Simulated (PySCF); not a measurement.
HfO2 (SMILES [O]=[Hf]=[O]), singlet, at a GFN2-xTB geometry (such geometries of metal compounds can be far from the true shape) (core potentials on Hf); B3LYP/def2-SVP, TDDFT (PySCF).

PySCF was given this input:
```python
from pyscf import gto, scf, dft, tdscf

mol = gto.Mole()
mol.atom = '''
    Hf    0.11172400   -0.08952189    0.10908706
    O     0.61918528    0.66096958   -1.42812951
    O    -1.62470131    0.14472740    0.44634598
'''
mol.basis = 'def2-svp'
mol.ecp = {'Hf': 'def2-svp'}
mol.verbose = 4
mol.build()

mf = dft.RKS(mol)
mf.xc = 'b3lyp'
mf.kernel()
td = mf.TDDFT()
td.nstates = 5
td.kernel()
td.analyze(verbose=3)
```

It wrote (shortened):

```
PySCF version 2.14.0

[INPUT] verbose = 4
[INPUT] num. atoms = 3
[INPUT] num. electrons = 28
[INPUT] charge = 0
[INPUT] spin (= nelec alpha-beta = 2S) = 0
[INPUT] symmetry False subgroup None
[INPUT] Mole.unit = angstrom
[INPUT] Symbol           X                Y                Z      unit          X                Y                Z       unit  Magmom
[INPUT]  1 Hf     0.111724000000  -0.089521890000   0.109087060000 AA    0.211127761541  -0.169171854253   0.206144667134 Bohr   0.0
[INPUT]  2 O      0.619185280000   0.660969580000  -1.428129510000 AA    1.170090599562   1.249051482869  -2.698773644309 Bohr   0.0
[INPUT]  3 O     -1.624701310000   0.144727400000   0.446345980000 AA   -3.070240510122   0.273495148720   0.843471659001 Bohr   0.0

nuclear repulsion = 68.348508379899
number of shells = 24
number of NR pGTOs = 105
number of NR cGTOs = 60
basis = def2-svp
ecp = {'Hf': 'def2-svp'}

******** <class 'pyscf.dft.rks.RKS'> ********
method = RKS
initial guess = minao
damping factor = 0
level_shift factor = 0
DIIS = <class 'pyscf.scf.diis.CDIIS'>
diis_start_cycle = 1
diis_space = 8
diis_damp = 0
SCF conv_tol = 1e-09
SCF conv_tol_grad = None
SCF max_cycles = 50
direct_scf = True
direct_scf_tol = 1e-13
XC library pyscf.dft.libxc version 7.1.2
    S. Lehtola, C. Steigemann, M. J. T. Oliveira, and M. A. L. Marques,  SoftwareX 7, 1–5 (2018)
XC functionals = b3lyp
    P. J. Stephens, F. J. Devlin, C. F. Chabalowski, and M. J. Frisch,  J. Phys. Chem. 98, 11623 (1994)
radial grids:
    Treutler-Ahlrichs [JCP 102, 346 (1995); DOI:10.1063/1.469408] (M4) radial grids

becke partition: Becke, JCP 88, 2547 (1988); DOI:10.1063/1.454033
pruning grids: <function nwchem_prune>
grids dens level: 3
symmetrized grids: False
atomic radii adjust function: <function treutler_atomic_radii_adjust>
small_rho_cutoff = 0
Set gradient conv threshold to 3.16228e-05
Initial guess from minao.
tot grids = 51960
init E= -185.643265205268
  HOMO = -0.61580459480053  LUMO = -0.385047470325727  gap/eV = 6.27922
cycle= 1 E= -197.944507891245  delta_E= -12.3  |g|= 1.42  |ddm|= 7.62
  HOMO = -0.111933345939097  LUMO = -0.055101848145533  gap/eV = 1.54646
cycle= 2 E= -188.797258498595  delta_E= 9.15  |g|= 5.48  |ddm|= 4.84
  HOMO = -0.206625362041173  LUMO = -0.0896725623498504  gap/eV = 3.18245
cycle= 3 E= -198.314022613574  delta_E= -9.52  |g|= 0.411  |ddm|= 4.54
  HOMO = -0.252790077084239  LUMO = -0.161077018545807  gap/eV = 2.49564
cycle= 4 E= -198.362008903635  delta_E= -0.048  |g|= 0.176  |ddm|= 0.824
  HOMO = -0.230146439382956  LUMO = -0.13800424663431  gap/eV = 2.50732
cycle= 5 E= -198.369886977445  delta_E= -0.00788  |g|= 0.0442  |ddm|= 0.234
  HOMO = -0.233547277867114  LUMO = -0.137509710478813  gap/eV = 2.61332
cycle= 6 E= -198.370225368997  delta_E= -0.000338  |g|= 0.0243  |ddm|= 0.0278
  HOMO = -0.23556755391418  LUMO = -0.137589872506243  gap/eV = 2.66611
cycle= 7 E= -198.370338163102  delta_E= -0.000113  |g|= 0.00747  |ddm|= 0.0121
  HOMO = -0.236070421274995  LUMO = -0.137453791587333  gap/eV = 2.68350
cycle= 8 E= -198.370350230441  delta_E= -1.21e-05  |g|= 0.000214  |ddm|= 0.00535
  HOMO = -0.236058815989985  LUMO = -0.137436584580492  gap/eV = 2.68365
cycle= 9 E= -198.370350221751  delta_E= 8.69e-09  |g|= 0.000313  |ddm|= 0.000405
  HOMO = -0.236055491936213  LUMO = -0.137435549948901  gap/eV = 2.68359
cycle= 10 E= -198.370350241565  delta_E= -1.98e-08  |g|= 6.73e-05  |ddm|= 0.000239
  HOMO = -0.236049174252233  LUMO = -0.137434839961191  gap/eV = 2.68343
cycle= 11 E= -198.370350242632  delta_E= -1.07e-09  |g|= 3.73e-06  |ddm|= 6.45e-05
  HOMO = -0.236048620797199  LUMO = -0.137434790937949  gap/eV = 2.68342
cycle= 12 E= -198.370350242645  delta_E= -1.27e-11  |g|= 5.15e-07  |ddm|= 1.59e-05
  HOMO = -0.23604862056014  LUMO = -0.137434705037386  gap/eV = 2.68342
Extra cycle  E= -198.370350242645  delta_E= 1.14e-13  |g|= 8.71e-07  |ddm|= 3.08e-06
converged SCF energy = -198.370350242645

******** <class 'pyscf.tdscf.rks.TDDFT'> for <class 'pyscf.dft.rks.RKS'> ********
nstates = 5 singlet
deg_eia_thresh = 1.000e-03
wfnsym = None
conv_tol = 1e-05
eigh lindep = 1e-12
eigh level_shift = 0
eigh max_cycle = 100

Excitation energies (eV)
[1.53743169 2.58008741 2.67403973 3.19816452 3.29980378]

** Singlet excitation energies and oscillator strengths **
Excited State   1:      1.53743 eV    806.44 nm  f=0.0019
Excited State   2:      2.58009 eV    480.54 nm  f=0.0079
Excited State   3:      2.67404 eV    463.66 nm  f=0.0089
Excited State   4:      3.19816 eV    387.67 nm  f=0.0000
Excited State   5:      3.29980 eV    375.73 nm  f=0.0155
```
